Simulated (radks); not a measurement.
The numbers below are computed, except where a source is named.
Re II, configuration [Xe] 4f14 5d5 6s1. Level of theory: Dirac Kohn-Sham, PBEsol, spin-unpolarised, spherical densities, finite nucleus; open shells fill j = l - 1/2 first; Fermi nuclear charge, rms radius 5.3698 fm (a radial shooting solver on a logarithmic mesh with Libxc functionals).

Unscreened Slater integrals over Kohn-Sham orbitals (eV). Large and small components are both included.

F0(5d5/2,5d5/2): 13.086
F2(5d5/2,5d5/2): 6.6271
F4(5d5/2,5d5/2): 4.3181
F0(5d5/2,6s1/2): 9.8847
G2(5d5/2,6s1/2): 2.9156
F0(5d5/2,5d3/2): 13.329
F2(5d5/2,5d3/2): 6.7522
G2(5d5/2,5d3/2): 6.7450
G4(5d5/2,5d3/2): 4.3988
F0(5d5/2,4f7/2): 17.241
F2(5d5/2,4f7/2): 3.7225
F4(5d5/2,4f7/2): 1.7053
G1(5d5/2,4f7/2): 1.3421
G3(5d5/2,4f7/2): 1.1839
G5(5d5/2,4f7/2): 0.92602
F0(6s1/2,6s1/2): 8.5686
F0(6s1/2,5d3/2): 9.9726
G2(6s1/2,5d3/2): 2.7327
F0(6s1/2,4f7/2): 11.247
G3(6s1/2,4f7/2): 0.32267
F0(5d3/2,5d3/2): 13.586
F2(5d3/2,5d3/2): 6.8965
F0(5d3/2,4f7/2): 17.828
F2(5d3/2,4f7/2): 4.0003
G3(5d3/2,4f7/2): 1.3065
G5(5d3/2,4f7/2): 1.0188
F0(4f7/2,4f7/2): 42.839
F2(4f7/2,4f7/2): 20.806
F4(4f7/2,4f7/2): 13.147
F6(4f7/2,4f7/2): 9.4854
